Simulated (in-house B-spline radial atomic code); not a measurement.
A run on Ni- that did not converge. Method: scalar-relativistic (X2C) TPSSh, spin-polarised, spherical fractional occupations, exact exchange averaged over the configuration, Fermi nucleus of rms radius 3.7757 fm; computed with a B-spline radial code for spherical atoms.

Command:
```bash
python run_scf.py task.json out
```
Settings (nuclear radius in fm, mass in u):
```
Z                28
configuration    [Ar] 3d9 4s2
hamiltonian      x2c
method           tpssh
spin_polarised   True
nucleus          fermi
rms_radius       3.7757
atomic_mass      57.93534
speed_of_light   137.035999084
exact_exchange   averaged over the configuration
```

First and last ten iterations of the last attempt (damped for 15 steps, keeping 80 % of the old Fock matrix, then DIIS):
```
 iter        energy (Eh)    residual
    1       -1482.904233    4.44e-01
    2       -1499.666741    8.84e-01
    3       -1508.883175    5.80e-01
    4       -1514.436542    3.70e-01
    5       -1517.554013    2.44e-01
    6       -1519.161499    1.77e-01
    7       -1519.922216    1.27e-01
    8       -1520.264286    8.68e-02
    9       -1520.423837    6.39e-02
   10       -1520.508282    4.81e-02
  111       -1510.561395    2.51e-01
  112       -1483.583087    2.74e-01
  113       -1483.502644    2.76e-01
  114       -1510.685293    2.68e-01
  115       -1515.056919    3.57e-01
  116       -1515.027885    3.58e-01
  117       -1514.908369    3.63e-01
  118       -1516.039254    3.19e-01
  119       -1516.268797    3.09e-01
  120       -1516.535848    2.97e-01
 not converged after 120 iterations
```

The smallest residual met was 3.8e-03; the threshold is about 3e-07. No energy from this run should be used. Cost of the run: 9.1 s on 1 thread of Arm Neoverse N1, on a shared host.
